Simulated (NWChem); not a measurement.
Program: NWChem. System: S8, charge 1, spin multiplicity 2, at the geometry of a parent with another charge or spin, in a state set for the comparison that need not be this species' ground state. Its SCF solution wasn't tested for a lower state. Level: UMP2/def2-SVP, 40 core orbitals frozen.

Output (cleaned and shortened):

```
             Northwest Computational Chemistry Package (NWChem) 7.3.0
             --------------------------------------------------------

                                NWChem Input Module
                                -------------------

 Scaling coordinates for geometry "geometry" by  1.889725989
 (inverse scale =  0.529177249)

 Turning off AUTOSYM since
 SYMMETRY directive was detected!

                             Geometry "geometry" -> ""
                             -------------------------

 Output coordinates in angstroms (scale by  1.889725989 to convert to a.u.)

  No.       Tag          Charge          X              Y              Z
 ---- ---------------- ---------- -------------- -------------- --------------
    1 S                   16.0000     1.84689000     0.06684000     1.70929400
    2 S                   16.0000     1.51710700     1.15356200     0.00000000
    3 S                   16.0000     1.84689000     0.06684000    -1.70929400
    4 S                   16.0000     0.02200300    -0.96026100    -2.09445400
    5 S                   16.0000    -1.44080800     0.44579600    -1.71959300
    6 S                   16.0000    -2.37327900    -0.25831200     0.00000000
    7 S                   16.0000    -1.44080800     0.44579600     1.71959300
    8 S                   16.0000     0.02200300    -0.96026100     2.09445400

 Effective nuclear repulsion energy (a.u.)    1230.2429166704

            Nuclear Dipole moment (a.u.)
            ----------------------------
        X                 Y               Z
 ---------------- ---------------- ----------------
    -0.0000604712    -0.0000000000     0.0000000000

      Symmetry information
      --------------------

 Group name             Cs
 Group number              2
 Group order               2
 No. of unique centers     5

      Symmetry unique atoms

     1    2    4    5    6


 Summary of "ao basis" -> "" (spherical)
 ------------------------------------------------------------------------------
       Tag                 Description            Shells   Functions and Types
 ---------------- ------------------------------  ------  ---------------------
 *                          def2-svp                  on all atoms

 Summary of "ao basis" -> "ao basis" (spherical)
 ------------------------------------------------------------------------------
       Tag                 Description            Shells   Functions and Types
[...]
     2   0 2 0    -73.731216   -142.339600   -139.829560    208.437943
     2   0 1 1     -0.000000     -0.000000      0.000000      0.000000
     2   0 0 2    -61.942044   -625.480033   -609.533626   1173.071614

                   NWChem MP2 Semi-direct Energy/Gradient Module
                   ---------------------------------------------

  Basis functions       =    144
  Molecular orbitals    =    144
  Frozen core           =     40
  Frozen virtuals       =      0
  Active alpha occupied =     24
  Active beta occupied  =     23
  Active alpha virtual  =     80
  Active beta virtual   =     81
  Use MO symmetry       = T
  Use skeleton AO sym   = T

  AO/Fock/Back tols     =   1.0D-09  1.0D-09  1.0D-09

 GA uses MA = F    GA memory limited = T

 Available:
  local mem=  1.26D+08
 global mem=  1.44D+08
 local disk=  0.00D+00
  mp2_memr nvloc                    80
  nvloc new                    80
   1 passes of  24:        3145728                      91261                  58500271.
   1 passes of  24: M    126151154           G      144137728           F     123005426.

 Semi-direct pass number   1 of   1  for UHF alpha       at       11.6s
  vrange nnbf                  8956
  mp2_eaftype                   223  avail_ma_in_mb                  1099
 EAF : mp2_eaftype filesize         223   29250135.
  mp2_eaf for mointskh                    223
Node 0 wrote    137.6 Mb in      0.0 s     Agg I/O rate:  2989.8 Mb/s
 Done moints_semi at       15.2s
  mp2_eaftype                   223  avail_ma_in_mb                   876
 EAF : mp2_eaftype filesize         223   29250135.
  mp2_eaf for kh                   223
 Done maket at       15.5s
 Done multipass loop at       15.5s

 GA uses MA = F    GA memory limited = T

 Available:
  local mem=  1.26D+08
 global mem=  1.44D+08
 local disk=  0.00D+00
  mp2_memr nvloc                    81
  nvloc new                    81
   1 passes of  23:        3145728                      89807                  56764598.
   1 passes of  23: M    126151154           G      144137728           F     123005426.

 Semi-direct pass number   1 of   1  for UHF beta        at       15.5s
  vrange nnbf                  8956
  mp2_eaftype                   216  avail_ma_in_mb                  1099
 EAF : mp2_eaftype filesize         216   28382299.
  mp2_eaf for mointskh                    216
Node 0 wrote    133.5 Mb in      0.0 s     Agg I/O rate:  2866.2 Mb/s
 Done moints_semi at       18.9s
  mp2_eaftype                   216  avail_ma_in_mb                   883
 EAF : mp2_eaftype filesize         216   28382299.
  mp2_eaf for kh                   216
 Done maket at       19.2s
 Done multipass loop at       19.2s

          -------------------------------------------
          SCF energy               -3178.874505485916
          Correlation energy          -1.049043214694
          Singlet pairs                0.000000000000
          Triplet pairs                0.000000000000
          Total MP2 energy         -3179.923548700609
          -------------------------------------------

          ---------------------------------------------------
                    Spin Component Scaled (SCS) MP2
          Same spin pairs                     -0.289828912874
          Same spin scaling factor             0.333333333333
          Opposite spin pairs                 -0.759214301819
          Opposite spin scaling fact.          1.200000000000
          SCS-MP2 correlation energy          -1.007666799808
          Total SCS-MP2 energy             -3179.882172285723
          ---------------------------------------------------

 -----------------------
 Performance information
 -----------------------

 Timer overhead =  9.64D-08 seconds/call

               Nr. of calls         CPU time (s)                 Wall time (s)                GFlops
             ---------------    -------------------     ------------------------------   -------------------
Name         Min   Avg   Max    Min     Avg     Max     Min     Avg     Max   Mx/calls   Min     Max     Sum
mp2: moin     2     2     2    6.9     6.9     6.9      6.9     6.9     6.9     3.4      0.0     0.0     0.0
mp2: make     2     2     2   0.64    0.64    0.64     0.64    0.64    0.64    0.32      0.0     0.0     0.0
mp2: tota     1     1     1    7.6     7.6     7.6      7.6     7.6     7.6     7.6      0.0     0.0     0.0

 The average no. of pstat calls per process was 5.00D+00
 with a timing overhead of 4.82D-07s

 Task  times  cpu:       19.2s     wall:       19.2s

 Total times  cpu:       19.2s     wall:       19.2s
```

Q: Write an NWChem input that would produce this output.

A: This is not unique; one that fits is 
```
start mol
memory heap 200 mb stack 900 mb global 1100 mb
charge 1
geometry units angstroms nocenter noautoz
  S      1.846890     0.066840     1.709294
  S      1.517107     1.153562     0.000000
  S      1.846890     0.066840    -1.709294
  S      0.022003    -0.960261    -2.094454
  S     -1.440808     0.445796    -1.719593
  S     -2.373279    -0.258312     0.000000
  S     -1.440808     0.445796     1.719593
  S      0.022003    -0.960261     2.094454
  symmetry group Cs
end
basis spherical
  * library def2-svp
end
scf
  uhf
  nopen 1
  maxiter 100
  thresh 1e-7
  semidirect memsize 60000000 filesize 0
  # guess.movecs holds the orbitals of an unrestricted PBE0 run
  vectors input guess.movecs output mol.movecs
end
mp2
  freeze core 40
end
task mp2 energy
```
